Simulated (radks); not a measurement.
Spin polarisation of the 2p3 shell in Ne3+. Start: [He] 2s2 2p(up 1.5, down 1.5); electrons of 2p are moved from spin down to spin up, other shells keep equal spins. Calculated with a radial shooting solver on a logarithmic mesh with Libxc functionals: scalar-relativistic Kohn-Sham, r2SCAN, spin-polarised, spherical densities, finite nucleus; meta-GGA in the generalised Kohn-Sham scheme; Fermi nuclear charge, rms radius of each element as measured or else 0.836 A^(1/3) + 0.57 fm.

moment (Bohr magnetons),E - E(0) (eV),e(2p up) (eV),e(2p down) (eV),2s down minus up (eV),1s down minus up (eV)
0,0.000,-80.970,-80.970,0.000,0.000
0.75,-0.544,-82.319,-79.414,2.544,1.185
1.5,-2.186,-83.482,-77.613,5.168,2.360
2.25,-4.960,-84.473,-75.523,7.963,3.528
3,-8.904,-85.294,-73.263,11.028,4.700

At moment 3 the spin-polarisation energy is -8.904 eV and the 2p exchange splitting 12.031 eV, that is 4.010 eV per Bohr magneton; E = -I m^2/4 would give I = 3.957 eV.
